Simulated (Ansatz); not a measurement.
Diborane 1,2-di F (B₂H₄F₂), relaxed as a singlet with RKS B3LYP-D4/def2-TZVP in Ansatz, starting from the GFN2-xTB geometry. Force threshold 0.02 eV/Å.

Start:

```xyz
8

B    -0.784    0.195   -0.474
F    -1.033   -0.482   -1.596
H    -1.553    1.022   -0.159
H     0.483    0.701   -0.483
B     0.765   -0.146    0.520
F     1.626   -1.088    0.133
H     1.005    0.432    1.512
H    -0.508   -0.632    0.547
```

| step | energy (eV) | largest force component (eV/Å) | SCF passes |
| --- | --- | --- | --- |
| 1 | -6857.2603 | 0.718 | 14 |
| 2 | -6857.3368 | 0.337 | 20 |
| 3 | -6857.3493 | 0.070 | 20 |
| 4 | -6857.3497 | 0.023 | 21 |
| 5 (rejected) | -6857.3496 | 0.040 | 20 |
| 6 | -6857.3498 | 0.002 | 13 |

Force components are those of the run's own axes.

End:

```
atom    x (Å)    y (Å)    z (Å)
  B1  -0.7446   0.1798  -0.4726
  F2  -0.9756  -0.5208  -1.5932
  H3  -1.4940   1.0222  -0.0968
  H4   0.4708   0.7311  -0.4658
  B5   0.7368  -0.1592   0.4917
  F6   1.5900  -1.1078   0.0769
  H7   0.9322   0.4666   1.4831
  H8  -0.5158  -0.6118   0.5768
```

By distances, no bond broke or formed. The bond that changes most is B1–B5, from 1.87 to 1.80 Å (atoms count from 1).

No frequencies were taken in this run, so the end may be a saddle point.

Run time 5.5 s (4 threads of Arm Neoverse V1 on a shared host).
